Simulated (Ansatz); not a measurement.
System: sum formula SiNHCl₃, charge 0, multiplicity 2. It need not be the lowest isomer of its formula. 
Geometry from a B3LYP-D3(BJ)/def2-TZVP (Ansatz, a first-principles code) optimisation:
```xyz
6

N      1.7873    -0.1058    -0.9135
Si     0.2448    -0.0184    -0.1325
Cl     0.3378    -0.9796     1.6693
Cl    -0.2734     1.9409     0.1352
Cl    -1.1508    -0.9225    -1.2977
H      2.5306     0.3373    -0.3661
```
Charge 0, spin multiplicity 2.

Total electronic energies in hartree. Cores are frozen in the correlated levels unless marked. UHF or UKS for open shells. Spin-orbit coupling is left out. Non-relativistic. CBS marks a two-point X^-3 extrapolation of the correlation energy; Hartree-Fock from the larger set.

| level | program | energy (Eh) |
|---|---|---|
| RI-HF/cc-pV(Q+d)Z | Ansatz | -1722.73009 |
| BLYP-D3(BJ)/def2-TZVPD | Ansatz + dftd3 | -1725.63128 |
| r2SCAN/def2-TZVPD | Ansatz | -1725.50170 |
| B3LYP/def2-TZVPD | Ansatz | -1725.69784 |
| SCS-MP2/6-31G | Ansatz | -1722.58082 |
| CCSD/cc-pV(T+d)Z | Ansatz | -1723.61256 |
| CCSD(T)/6-31G* | Ansatz | -1723.18439 |
| CCSD(T) with core electrons (1s frozen past Ne)/cc-pwCVTZ | Ansatz | -1724.79672 |
| CCSD(T)/CBS(cc-pV(T+d)Z,cc-pV(Q+d)Z) | Ansatz | -1723.8131 |

Totals of different functionals don't rank their quality; only differences between species are comparable.
